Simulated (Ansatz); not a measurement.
# Molecular dynamics of C$_{2}$H$_{7}$BClFSi

Input:

```yaml
crystal:
  periodic: [false, false, false]
  atoms:
    - { symbol: F, position_ang: [-2.279588, 0.569141, 1.291601] }
    - { symbol: B, position_ang: [-1.539482, 0.338142, 0.197559] }
    - { symbol: C, position_ang: [0.054403, 0.317055, 0.370778] }
    - { symbol: Si, position_ang: [0.664259, -1.506979, 0.515429] }
    - { symbol: C, position_ang: [0.636714, 1.000839, -0.849188] }
    - { symbol: Cl, position_ang: [-0.205884, 2.69026, -1.061965] }
    - { symbol: H, position_ang: [-1.966905, 0.046796, -0.918544] }
    - { symbol: H, position_ang: [0.314435, 0.872331, 1.301316] }
    - { symbol: H, position_ang: [0.260656, -2.154509, -0.682941] }
    - { symbol: H, position_ang: [2.12128, -1.557367, 0.667633] }
    - { symbol: H, position_ang: [0.061457, -2.221022, 1.643668] }
    - { symbol: H, position_ang: [0.466116, 0.504111, -1.82456] }
    - { symbol: H, position_ang: [1.715552, 1.187197, -0.758686] }
basis:
  gaussian: { orbitals: STO-3G }
hamiltonian:
  xc: pbe
md:
  timestep: 1.0
  n_steps: 166
  ensemble: nve
  temperature: 300.0
  initial_velocities: maxwell_boltzmann
  seed: 182417
scf:
  lower_state_search: "off"
```

Command:

```bash
$ ansatz run input.yaml --threads 1 --pin off --max-ram 2048MiB --backend cpu --events-out ev --progress --plain --runs-dir out
```

It goes on from the last frame of an earlier run, with new velocities.

Output, in part (one step line in 6, the closing report, with atoms numbered from 0):

```
md step     0: t =     0.00 fs  T =   300.0 K  F+E_penalty+E_count = -25665.52186403 eV  E_kin = 0.426558 eV  conserved = -25665.09530603 eV  (14 SCF iters)
md step     6: t =     6.00 fs  T =   275.5 K  F+E_penalty+E_count = -25665.48188342 eV  E_kin = 0.391668 eV  conserved = -25665.09021563 eV  (19 SCF iters)
md step    12: t =    12.00 fs  T =   200.2 K  F+E_penalty+E_count = -25665.37020632 eV  E_kin = 0.284717 eV  conserved = -25665.08548884 eV  (19 SCF iters)
md step    18: t =    18.00 fs  T =   276.5 K  F+E_penalty+E_count = -25665.48243516 eV  E_kin = 0.393131 eV  conserved = -25665.08930381 eV  (19 SCF iters)
md step    24: t =    24.00 fs  T =   196.1 K  F+E_penalty+E_count = -25665.37261741 eV  E_kin = 0.278875 eV  conserved = -25665.09374247 eV  (19 SCF iters)
md step    30: t =    30.00 fs  T =   227.0 K  F+E_penalty+E_count = -25665.41824343 eV  E_kin = 0.322746 eV  conserved = -25665.09549739 eV  (19 SCF iters)
md step    36: t =    36.00 fs  T =   169.4 K  F+E_penalty+E_count = -25665.33058006 eV  E_kin = 0.240823 eV  conserved = -25665.08975685 eV  (19 SCF iters)
md step    42: t =    42.00 fs  T =   118.2 K  F+E_penalty+E_count = -25665.25380121 eV  E_kin = 0.168015 eV  conserved = -25665.08578612 eV  (19 SCF iters)
md step    48: t =    48.00 fs  T =   166.6 K  F+E_penalty+E_count = -25665.32420656 eV  E_kin = 0.236882 eV  conserved = -25665.08732424 eV  (19 SCF iters)
md step    54: t =    54.00 fs  T =   149.3 K  F+E_penalty+E_count = -25665.30492461 eV  E_kin = 0.212349 eV  conserved = -25665.09257602 eV  (19 SCF iters)
md step    60: t =    60.00 fs  T =   208.2 K  F+E_penalty+E_count = -25665.39098219 eV  E_kin = 0.296002 eV  conserved = -25665.09497994 eV  (19 SCF iters)
md step    66: t =    66.00 fs  T =   201.4 K  F+E_penalty+E_count = -25665.37771247 eV  E_kin = 0.286388 eV  conserved = -25665.09132431 eV  (19 SCF iters)
md step    72: t =    72.00 fs  T =   176.0 K  F+E_penalty+E_count = -25665.33806929 eV  E_kin = 0.250197 eV  conserved = -25665.08787230 eV  (19 SCF iters)
md step    78: t =    78.00 fs  T =   183.5 K  F+E_penalty+E_count = -25665.34818207 eV  E_kin = 0.260845 eV  conserved = -25665.08733750 eV  (19 SCF iters)
md step    84: t =    84.00 fs  T =   227.7 K  F+E_penalty+E_count = -25665.41556508 eV  E_kin = 0.323757 eV  conserved = -25665.09180839 eV  (19 SCF iters)
md step    90: t =    90.00 fs  T =   304.2 K  F+E_penalty+E_count = -25665.52761255 eV  E_kin = 0.432600 eV  conserved = -25665.09501259 eV  (19 SCF iters)
md step    96: t =    96.00 fs  T =   244.5 K  F+E_penalty+E_count = -25665.43997335 eV  E_kin = 0.347673 eV  conserved = -25665.09230008 eV  (19 SCF iters)
md step   102: t =   102.00 fs  T =   247.4 K  F+E_penalty+E_count = -25665.44233983 eV  E_kin = 0.351762 eV  conserved = -25665.09057759 eV  (19 SCF iters)
md step   108: t =   108.00 fs  T =   206.4 K  F+E_penalty+E_count = -25665.37987672 eV  E_kin = 0.293454 eV  conserved = -25665.08642303 eV  (19 SCF iters)
md step   114: t =   114.00 fs  T =   260.7 K  F+E_penalty+E_count = -25665.46034520 eV  E_kin = 0.370736 eV  conserved = -25665.08960884 eV  (19 SCF iters)
md step   120: t =   120.00 fs  T =   241.8 K  F+E_penalty+E_count = -25665.43546955 eV  E_kin = 0.343764 eV  conserved = -25665.09170570 eV  (19 SCF iters)
md step   126: t =   126.00 fs  T =   267.3 K  F+E_penalty+E_count = -25665.47332527 eV  E_kin = 0.380131 eV  conserved = -25665.09319471 eV  (19 SCF iters)
md step   132: t =   132.00 fs  T =   234.3 K  F+E_penalty+E_count = -25665.42488934 eV  E_kin = 0.333102 eV  conserved = -25665.09178766 eV  (19 SCF iters)
md step   138: t =   138.00 fs  T =   151.5 K  F+E_penalty+E_count = -25665.30155766 eV  E_kin = 0.215459 eV  conserved = -25665.08609876 eV  (19 SCF iters)
md step   144: t =   144.00 fs  T =   187.6 K  F+E_penalty+E_count = -25665.35481075 eV  E_kin = 0.266805 eV  conserved = -25665.08800598 eV  (19 SCF iters)
md step   150: t =   150.00 fs  T =   158.4 K  F+E_penalty+E_count = -25665.31558480 eV  E_kin = 0.225281 eV  conserved = -25665.09030405 eV  (19 SCF iters)
md step   156: t =   156.00 fs  T =   214.8 K  F+E_penalty+E_count = -25665.40098537 eV  E_kin = 0.305403 eV  conserved = -25665.09558237 eV  (19 SCF iters)
md step   162: t =   162.00 fs  T =   212.9 K  F+E_penalty+E_count = -25665.39698605 eV  E_kin = 0.302649 eV  conserved = -25665.09433690 eV  (19 SCF iters)
md step   166: t =   166.00 fs  T =   213.4 K  F+E_penalty+E_count = -25665.39829946 eV  E_kin = 0.303479 eV  conserved = -25665.09482087 eV  (19 SCF iters)
Total energy: -25665.39832324 eV, -943.1859917471 hartree
Atom 0 at    -2.391886     0.861470     1.331138 Å, force     0.500389    -0.942637    -1.240181 eV/Å
Atom 1 at    -1.723217     0.227731     0.344034 Å, force     1.421550     1.232172     1.851399 eV/Å
Atom 2 at    -0.085803     0.164129     0.469323 Å, force    -0.699359     0.350687    -0.871747 eV/Å
Atom 3 at     0.819560    -1.476526     0.359812 Å, force     1.265721    -0.481578    -0.442173 eV/Å
Atom 4 at     0.598280     0.941221    -0.707615 Å, force     0.064497     0.751447    -0.340110 eV/Å
Atom 5 at    -0.171202     2.625637    -1.089757 Å, force     0.025118    -0.265669     0.316728 eV/Å
Atom 6 at    -2.226196    -0.183919    -0.607955 Å, force    -0.809345    -0.397720    -0.725692 eV/Å
Atom 7 at     0.249008     0.623862     1.409811 Å, force     0.013689     0.358604     0.282522 eV/Å
Atom 8 at     0.700598    -2.102956    -0.956349 Å, force    -0.143557     0.178916     0.145250 eV/Å
Atom 9 at     2.275035    -1.235583     0.584756 Å, force    -0.835422    -0.032620    -0.097958 eV/Å
Atom 10 at     0.388472    -2.409618     1.344231 Å, force    -0.361635    -0.494124     0.616687 eV/Å
Atom 11 at     0.583511     0.459648    -1.713113 Å, force    -0.366490    -0.367803     0.304212 eV/Å
Atom 12 at     1.671029     1.157309    -0.497457 Å, force    -0.075156     0.110327     0.201063 eV/Å
Dipole moment:     0.130032    -0.458804     0.237706 e Å
```

The run went to its last step. The conserved energy stayed within 0.82 meV per atom of its start (net change 0.037 meV per atom), so the integration is sound. A run of 0.17 ps of so small a system gives no equilibrium averages. Limits of this set-up: minimal basis.

The same pairs are bonded in the first frame and the last. Pairs count as bonded within 1.25 times the sum of covalent radii (0.12 Å more for H–H).

Last frame:

```xyz
13
Properties=species:S:1:pos:R:3
F -2.392 0.862 1.331
B -1.723 0.228 0.344
C -0.086 0.164 0.469
Si 0.820 -1.476 0.360
C 0.598 0.941 -0.708
Cl -0.171 2.626 -1.090
H -2.226 -0.184 -0.608
H 0.249 0.624 1.410
H 0.701 -2.103 -0.956
H 2.275 -1.236 0.585
H 0.389 -2.410 1.344
H 0.584 0.460 -1.713
H 1.671 1.157 -0.497
```

Time of the run: 9.6 min on 1 thread of Intel(R) Xeon(R) Platinum 8259CL CPU @ 2.50GHz (Skylake/Cascade Lake) (shared host), peak memory 0.12 GiB.
